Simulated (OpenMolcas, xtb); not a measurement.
## AlHSF2 (SMILES [F][Al]([F])[SH]): methods side by side

The species is AlHSF2 (5 atoms), meant as a singlet with charge 0. As SMILES, `[F][Al]([F])[SH]`. Geometry: relaxed at PBE0-D4/def2-TZVP.

| atom | x (Å) | y (Å) | z (Å) |
| --- | --- | --- | --- |
| F | 0.8922 | 0.3879 | 1.4955 |
| Al | 0.3403 | -0.4647 | 0.2110 |
| F | 0.8206 | -2.0156 | 0.0146 |
| S | -1.0034 | 0.4257 | -1.2160 |
| H | -0.9997 | 1.5930 | -0.5464 |

Each level gives the dipole moment (D). The values are calculated.

```tsv
level	kind	program	value (D)	CPU time
GFN2-xTB	semi-empirical	xtb	1.81	under 2 s
GFN0-xTB	semi-empirical	xtb	1.48	under 2 s
GFN1-xTB	semi-empirical	xtb	2.48	under 2 s
HF/STO-3G	Hartree–Fock	OpenMolcas	0.72	1.6 s
HF/3-21G	Hartree–Fock	OpenMolcas	1.37	1.9 s
HF/def2-SVP	Hartree–Fock	OpenMolcas	1.38	3.4 s
SVWN5/def2-SVPD	LDA	OpenMolcas	1.47	21 s
B3LYP/6-31G* (spherical functions)	global hybrid	OpenMolcas	1.19	12 s
PBE0/def2-SVP	global hybrid	OpenMolcas	1.37	11 s
B3LYP/6-31G* (Cartesian functions)	global hybrid	OpenMolcas	1.19	13 s
```

The values span 0.72 to 2.48 D. Magnitudes only: a small dipole may point the other way at some levels. Sets without polarisation functions give poor dipoles. Without the sets that lack polarisation functions the rows with a basis span only 1.19 to 1.47 D. CPU times are rough (shared hosts, several kinds of processor): they show what a rung costs within a factor of a few.
